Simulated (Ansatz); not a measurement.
Born–Oppenheimer molecular dynamics of F2H5N2OTa (11 atoms, charge 0, multiplicity 1). It starts from a relaxed structure.

All numbers below come from RKS PBE-D4/def2-SVP in Ansatz 0.2.0.

* ensemble: NVE (velocity Verlet)
* time step: 0.25 fs
* steps asked: 150
* starting velocities drawn for: 300 K
* masses: H 3.016 u
* seed: 281402

Frames 0.25 fs apart, positions in Å, forces in eV/Å.

Velocities at 15 fs (Å/ps):

```
Ta -0.16 -0.59 0.04
F -0.24 1.46 -1.59
O 2.35 2.68 -0.09
H -10.52 -2.96 -4.53
N 1.45 1.60 0.70
H 8.12 -11.57 1.11
H -11.14 9.73 6.17
F 1.35 1.92 0.65
N 0.82 -1.03 1.33
H -2.89 6.47 -13.09
H -3.95 -4.30 4.99
```

```xyz
11
Properties=species:S:1:pos:R:3:forces:R:3 time_fs=15 energy_less_start_eV=0.181 T=145
Ta -0.235 -0.374 -0.030 0.14 -1.38 0.49
F 1.623 -0.914 -0.135 -0.31 0.17 0.02
O 0.038 0.088 1.833 -0.41 -0.51 -0.83
H 0.438 0.601 2.541 0.20 0.23 0.16
N 0.166 0.236 -1.879 0.26 0.08 -0.34
H -0.469 0.797 -2.481 0.54 -0.14 0.38
H 1.155 0.221 -2.188 -0.58 -0.01 -0.20
F -1.594 0.948 -0.175 -0.49 0.15 0.05
N -1.211 -2.166 -0.175 0.09 0.91 0.28
H -1.649 -2.563 0.676 0.23 0.14 -0.26
H -1.581 -2.675 -0.998 0.32 0.37 0.25
11
Properties=species:S:1:pos:R:3:forces:R:3 time_fs=15.25 energy_less_start_eV=0.180 T=146
Ta -0.235 -0.374 -0.030 0.15 -1.37 0.49
F 1.623 -0.913 -0.135 -0.31 0.17 0.02
O 0.038 0.088 1.833 -0.48 -0.59 -0.95
H 0.435 0.600 2.540 0.27 0.31 0.27
N 0.166 0.237 -1.879 0.20 0.03 -0.24
H -0.467 0.794 -2.480 0.47 -0.08 0.32
H 1.152 0.224 -2.186 -0.44 -0.02 -0.23
F -1.593 0.949 -0.174 -0.49 0.15 0.05
N -1.210 -2.167 -0.175 0.13 0.95 0.17
H -1.649 -2.562 0.673 0.17 0.09 -0.14
H -1.582 -2.676 -0.996 0.33 0.38 0.24
11
Properties=species:S:1:pos:R:3:forces:R:3 time_fs=15.5 energy_less_start_eV=0.180 T=146
Ta -0.235 -0.375 -0.030 0.15 -1.35 0.49
F 1.623 -0.913 -0.136 -0.31 0.16 0.03
O 0.039 0.089 1.833 -0.54 -0.68 -1.07
H 0.432 0.599 2.539 0.33 0.39 0.38
N 0.167 0.237 -1.878 0.14 -0.03 -0.14
H -0.465 0.791 -2.480 0.39 -0.01 0.26
H 1.149 0.226 -2.185 -0.30 -0.03 -0.27
F -1.593 0.949 -0.174 -0.48 0.14 0.05
N -1.210 -2.167 -0.174 0.17 0.99 0.06
H -1.650 -2.560 0.670 0.12 0.04 -0.02
H -1.583 -2.677 -0.995 0.34 0.39 0.23
11
Properties=species:S:1:pos:R:3:forces:R:3 time_fs=15.75 energy_less_start_eV=0.181 T=144
Ta -0.235 -0.375 -0.030 0.15 -1.34 0.49
F 1.623 -0.912 -0.136 -0.31 0.16 0.03
O 0.039 0.090 1.833 -0.60 -0.75 -1.18
H 0.430 0.599 2.538 0.38 0.46 0.49
N 0.167 0.238 -1.878 0.07 -0.09 -0.03
H -0.463 0.788 -2.480 0.30 0.06 0.19
H 1.146 0.229 -2.183 -0.15 -0.04 -0.31
F -1.593 0.950 -0.174 -0.48 0.13 0.05
N -1.210 -2.167 -0.174 0.21 1.03 -0.05
H -1.651 -2.559 0.666 0.07 -0.01 0.11
H -1.584 -2.678 -0.994 0.35 0.39 0.22
11
Properties=species:S:1:pos:R:3:forces:R:3 time_fs=16 energy_less_start_eV=0.184 T=142
Ta -0.235 -0.375 -0.030 0.16 -1.32 0.49
F 1.622 -0.912 -0.136 -0.31 0.16 0.03
O 0.040 0.090 1.832 -0.66 -0.83 -1.28
H 0.427 0.598 2.537 0.43 0.53 0.58
N 0.167 0.238 -1.878 0.01 -0.16 0.08
H -0.460 0.785 -2.479 0.22 0.13 0.12
H 1.143 0.231 -2.182 0.00 -0.05 -0.35
F -1.592 0.950 -0.174 -0.48 0.13 0.05
N -1.210 -2.167 -0.174 0.26 1.07 -0.16
H -1.651 -2.557 0.663 0.01 -0.05 0.23
H -1.585 -2.678 -0.992 0.35 0.40 0.20
11
Properties=species:S:1:pos:R:3:forces:R:3 time_fs=16.25 energy_less_start_eV=0.189 T=138
Ta -0.235 -0.375 -0.030 0.16 -1.31 0.49
F 1.622 -0.912 -0.137 -0.31 0.16 0.03
O 0.040 0.091 1.832 -0.70 -0.89 -1.38
H 0.425 0.598 2.536 0.48 0.60 0.67
N 0.168 0.238 -1.878 -0.06 -0.22 0.20
H -0.458 0.782 -2.479 0.13 0.20 0.05
H 1.140 0.233 -2.181 0.15 -0.06 -0.40
F -1.592 0.951 -0.174 -0.47 0.12 0.05
N -1.210 -2.167 -0.173 0.31 1.11 -0.27
H -1.652 -2.555 0.660 -0.04 -0.10 0.36
H -1.585 -2.679 -0.991 0.36 0.40 0.18
11
Properties=species:S:1:pos:R:3:forces:R:3 time_fs=16.5 energy_less_start_eV=0.194 T=133
Ta -0.235 -0.375 -0.030 0.16 -1.29 0.49
F 1.622 -0.911 -0.137 -0.31 0.16 0.03
O 0.041 0.091 1.832 -0.75 -0.95 -1.46
H 0.423 0.597 2.536 0.52 0.66 0.75
N 0.168 0.239 -1.878 -0.12 -0.29 0.31
H -0.456 0.780 -2.478 0.03 0.27 -0.02
H 1.137 0.236 -2.180 0.30 -0.07 -0.44
F -1.592 0.951 -0.174 -0.47 0.12 0.05
N -1.209 -2.167 -0.173 0.36 1.15 -0.37
H -1.653 -2.554 0.656 -0.10 -0.15 0.48
H -1.586 -2.680 -0.989 0.36 0.40 0.16
11
Properties=species:S:1:pos:R:3:forces:R:3 time_fs=16.75 energy_less_start_eV=0.201 T=128
Ta -0.235 -0.375 -0.030 0.17 -1.27 0.49
F 1.622 -0.911 -0.138 -0.30 0.16 0.03
O 0.041 0.092 1.832 -0.78 -1.00 -1.52
H 0.421 0.597 2.535 0.56 0.70 0.82
N 0.168 0.239 -1.877 -0.18 -0.36 0.43
H -0.453 0.777 -2.478 -0.06 0.34 -0.09
H 1.134 0.238 -2.178 0.46 -0.08 -0.48
F -1.592 0.952 -0.173 -0.47 0.11 0.05
N -1.209 -2.167 -0.173 0.40 1.19 -0.46
H -1.653 -2.552 0.653 -0.15 -0.19 0.60
H -1.586 -2.680 -0.988 0.36 0.40 0.14
11
Properties=species:S:1:pos:R:3:forces:R:3 time_fs=17 energy_less_start_eV=0.208 T=121
Ta -0.235 -0.376 -0.030 0.17 -1.25 0.48
F 1.622 -0.911 -0.138 -0.30 0.16 0.04
O 0.042 0.092 1.831 -0.81 -1.04 -1.57
H 0.419 0.597 2.535 0.58 0.74 0.87
N 0.169 0.240 -1.877 -0.25 -0.42 0.54
H -0.451 0.774 -2.477 -0.15 0.41 -0.17
H 1.131 0.240 -2.177 0.61 -0.08 -0.52
F -1.591 0.952 -0.173 -0.46 0.10 0.05
N -1.209 -2.167 -0.172 0.45 1.23 -0.55
H -1.654 -2.550 0.650 -0.20 -0.24 0.72
H -1.587 -2.681 -0.986 0.37 0.39 0.11
11
Properties=species:S:1:pos:R:3:forces:R:3 time_fs=17.25 energy_less_start_eV=0.216 T=115
Ta -0.236 -0.376 -0.030 0.17 -1.24 0.48
F 1.622 -0.910 -0.138 -0.30 0.15 0.04
O 0.042 0.093 1.831 -0.83 -1.07 -1.61
H 0.417 0.597 2.535 0.60 0.77 0.91
N 0.169 0.240 -1.877 -0.30 -0.49 0.65
H -0.449 0.771 -2.477 -0.24 0.48 -0.24
H 1.129 0.243 -2.176 0.76 -0.09 -0.55
F -1.591 0.953 -0.173 -0.46 0.09 0.05
N -1.208 -2.167 -0.172 0.49 1.27 -0.64
H -1.655 -2.549 0.648 -0.25 -0.28 0.83
H -1.587 -2.681 -0.985 0.37 0.39 0.09
11
Properties=species:S:1:pos:R:3:forces:R:3 time_fs=17.5 energy_less_start_eV=0.223 T=108
Ta -0.236 -0.376 -0.030 0.17 -1.22 0.47
F 1.622 -0.910 -0.139 -0.30 0.15 0.04
O 0.042 0.093 1.830 -0.84 -1.09 -1.63
H 0.415 0.598 2.535 0.61 0.78 0.93
N 0.170 0.240 -1.877 -0.36 -0.55 0.76
H -0.446 0.769 -2.476 -0.33 0.55 -0.31
H 1.126 0.245 -2.176 0.90 -0.10 -0.59
F -1.591 0.953 -0.173 -0.46 0.09 0.05
N -1.208 -2.167 -0.172 0.54 1.30 -0.71
H -1.655 -2.548 0.645 -0.30 -0.31 0.93
H -1.588 -2.682 -0.983 0.36 0.38 0.06
11
Properties=species:S:1:pos:R:3:forces:R:3 time_fs=17.75 energy_less_start_eV=0.231 T=102
Ta -0.236 -0.376 -0.030 0.17 -1.20 0.47
F 1.621 -0.909 -0.139 -0.29 0.15 0.04
O 0.043 0.093 1.830 -0.84 -1.09 -1.63
H 0.413 0.598 2.535 0.61 0.79 0.93
N 0.170 0.241 -1.877 -0.40 -0.61 0.86
H -0.444 0.766 -2.476 -0.42 0.62 -0.38
H 1.124 0.247 -2.175 1.03 -0.10 -0.62
F -1.591 0.954 -0.173 -0.45 0.08 0.06
N -1.208 -2.166 -0.172 0.57 1.33 -0.77
H -1.656 -2.546 0.642 -0.34 -0.35 1.02
H -1.588 -2.682 -0.981 0.36 0.38 0.03
```

Of the whole run (38 fs, mean temperature of the second half 128 K): The conserved energy stayed within 0.024 meV per atom of its start (net change 0.011 meV per atom), so the integration is sound. A run of 0.037 ps of so small a system gives no equilibrium averages.

Time of the run: 6.3 min on 2 threads of Arm Neoverse V2, with other jobs on the host, peak memory 0.17 GiB.
